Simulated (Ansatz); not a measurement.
`[F][Zn][BH][SiH3]` + CH₃NH₂ → `CNB[SiH3]` + `[F][ZnH]` at 700 K and 1 bar (cleavage of the B–Zn bond).

Computed with Ansatz on PBE0-D4/def2-TZVP structures; ΔE is electronic, products minus reactants. CCSD(T)/CBS adds triple-zeta CCSD(T) − MP2 to the extrapolated MP2 energy (def2 sets, frozen cores). For Zn outer-core shells are correlated without core-valence functions, which leaves a few kJ/mol of doubt a bond. Scalar relativity is left out up to krypton. One conformer a species, not always the lowest.

```csv
species,CCSD(T)/CBS energy (Eh),H − E (kJ/mol),S (J/(mol·K))
`[F][Zn][BH][SiH3]`,-2194.43736,171.5,460.2
CH₃NH₂,-95.75281,207.6,296.6
`CNB[SiH3]`,-411.45901,322.8,448.9
`[F][ZnH]`,-1878.79355,52.0,275.4
```

H − E and S are ideal-gas, rigid-rotor, harmonic terms from PBE0-D4/def2-TZVP, for one conformer and one mirror image of each species. 1 Eh = 2625.50 kJ/mol, R = 8.31446 J/(mol·K).

**Question.** By hand: ΔE, ΔH, ΔS and ΔG.

**Answer.** ΔE = (-411.45901) + (-1878.79355) − (-2194.43736) − (-95.75281) = -0.06239 Eh = -163.8 kJ/mol. Δ(H − E) = 322.8 + 52.0 − 171.5 − 207.6 = -4.3, so ΔH = -168.1 kJ/mol. ΔS = 448.9 + 275.4 − 460.2 − 296.6 = -32.5 J/(mol·K). ΔG = -168.1 − 700 × (-32.5)/1000 = -145.3 kJ/mol.

**Question.** By hand: the equilibrium constant, and the temperature at which ΔG would vanish if ΔH and ΔS stayed fixed.

**Answer.** log₁₀ K = −ΔG/(RT ln 10) = 10.8. ΔG = 0 at ΔH/ΔS = 5172 K, far beyond where these terms or the molecules hold.

ΔH outweighs TΔS. A doubt of 5 kJ/mol in ΔE shifts log₁₀ K by 0.4 here. Other conformers and mirror images would add mixing entropy, several J/(mol·K) or more a flexible species. These are equilibria of isolated gas molecules and say nothing of rates. Largest T1 diagnostic: 0.018 (customary marks: 0.02 for closed shells, 0.045 for open ones).
